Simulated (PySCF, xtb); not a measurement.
carbazole (C₁₂H₉N), SMILES c1cc2[nH]c3c(c2cc1)cccc3.

Harmonic wavenumbers (cm⁻¹) from GFN2-xTB (xtb) at its own minimum, in rising order: 101, 140, 215, 273, 282, 393, 424, 429, 443, 495, 526, 538, 543, 590, 632, 679, 711, 754, 767, 779, 857, 860, 864, 867, 900, 901, 920, 921, 997, 1066, 1070, 1125, 1150, 1160, 1178, 1184, 1213, 1242, 1282, 1311, 1323, 1358, 1377, 1424, 1433, 1489, 1491, 1577, 1591, 1609, 1621, 3072, 3073, 3078, 3078, 3085, 3087, 3094, 3095, 3490.

Question: What does B3LYP-D3(BJ)/def2-SVP (PySCF) give at its own minimum? (Estimate from the structure and the level; the computed values follow.)

Answer: 107, 152, 221, 297, 307, 423, 438, 439, 461, 521, 565, 586, 594, 632, 672, 751, 761, 764, 786, 811, 867, 874, 887, 890, 961, 964, 1003, 1004, 1022, 1039, 1041, 1125, 1135, 1162, 1168, 1231, 1232, 1266, 1319, 1337, 1366, 1395, 1438, 1486, 1494, 1525, 1538, 1633, 1636, 1670, 1689, 3174, 3174, 3180, 3182, 3189, 3190, 3200, 3200, 3669. Paired by order, the mean absolute difference is 46 cm⁻¹ and the zero-point energies are 107.5 and 111.3 kcal/mol.
